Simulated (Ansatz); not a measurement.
```yaml
crystal:
  periodic: [false, false, false]
  atoms:
    - {symbol: C, position_ang: [-2.459262, -0.708873, -0.094426]}
    - {symbol: N, position_ang: [-1.599355, -0.015752, -1.022324]}
    - {symbol: C, position_ang: [-2.266217, 0.267662, -2.268820]}
    - {symbol: Ta, position_ang: [0.247012, 0.514794, -0.456364]}
    - {symbol: N, position_ang: [0.853245, 1.765649, -1.563878]}
    - {symbol: N, position_ang: [0.205032, 1.256785, 1.403403]}
    - {symbol: C, position_ang: [0.310396, 2.634404, 1.815633]}
    - {symbol: C, position_ang: [0.133362, 0.359208, 2.530386]}
    - {symbol: N, position_ang: [1.468421, -1.070568, -0.533207]}
    - {symbol: C, position_ang: [1.011638, -2.349434, -0.046678]}
    - {symbol: C, position_ang: [2.791867, -1.149523, -1.099888]}
    - {symbol: H, position_ang: [-3.369245, -0.130481, 0.122800]}
    - {symbol: H, position_ang: [-2.774349, -1.688533, -0.483454]}
    - {symbol: H, position_ang: [-1.959837, -0.882891, 0.865137]}
    - {symbol: H, position_ang: [-3.169836, 0.875120, -2.110115]}
    - {symbol: H, position_ang: [-2.581021, -0.657960, -2.773083]}
    - {symbol: H, position_ang: [-1.602204, 0.812803, -2.938656]}
    - {symbol: H, position_ang: [1.196073, 2.473326, -2.189631]}
    - {symbol: H, position_ang: [1.196230, 2.796204, 2.447951]}
    - {symbol: H, position_ang: [0.388944, 3.285522, 0.945765]}
    - {symbol: h, position_ang: [-0.567942, 2.944819, 2.400721]}
    - {symbol: H, position_ang: [1.012523, 0.459680, 3.183661]}
    - {symbol: H, position_ang: [-0.759449, 0.546408, 3.145375]}
    - {symbol: H, position_ang: [0.096662, -0.687914, 2.210084]}
    - {symbol: H, position_ang: [-0.010501, -2.290751, 0.343411]}
    - {symbol: H, position_ang: [1.002765, -3.105948, -0.845045]}
    - {symbol: H, position_ang: [1.651300, -2.730203, 0.763390]}
    - {symbol: H, position_ang: [3.099445, -0.176741, -1.481793]}
    - {symbol: H, position_ang: [2.829826, -1.872482, -1.928501]}
    - {symbol: H, position_ang: [3.528674, -1.474728, -0.350553]}
basis:
  gaussian: {orbitals: def2-SVP, fitting: {mean_field: def2-universal-jkfit}}
total_charge: 1
magnetization: {spin_polarized: true, initial_magnetization: 1}
hamiltonian: {xc: {name: r2SCAN0}, dispersion: d3bj}
```

```sh
$ ansatz run in.yaml --threads 11 --pin off --events-out ev --progress --plain --max-ram 110592MiB --backend cpu
```

(1) How does Ansatz answer? (Estimate.)

Answers

(1) Computed: The program refused the input.
```
Error: YAML parse error: error: line 24 column 16: `h` is not an element symbol (H … Og, case-exact)
22 |     - {symbol: H, position_ang: [1.196230, 2.796204, 2.447951]}
23 |     - {symbol: H, position_ang: [0.388944, 3.285522, 0.945765]}
24 |     - {symbol: h, position_ang: [-0.567942, 2.944819, 2.400721]}
25 |     - {symbol: H, position_ang: [1.012523, 0.459680, 3.183661]}
26 |     - {symbol: H, position_ang: [-0.759449, 0.546408, 3.145375]}
```
